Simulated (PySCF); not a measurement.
Harmonic spectrum computed at PBE0 in the def2-SVP basis family (core potentials from Rb on, PySCF, no spin–orbit coupling):

```tsv
ω (cm⁻¹)	IR (km/mol)
112	1.1
191	14.9
527	209
600	0.0
679	0.0
708	297
761	24.7
3879	255
3884	0.0
```

**Question.** Which molecule gave it? In each, all ligands are bound to the one heavy central atom.
A. Rh(OH)₂ (quartet)
B. Co(OH)₂ (quartet)
C. Pd(OH)₂ (triplet)
D. Cu(OH)₂ (doublet)

**Answer.** D. It has C2h symmetry with Cu–O 1.748 Å (×2), O–H 0.965 Å (×2).
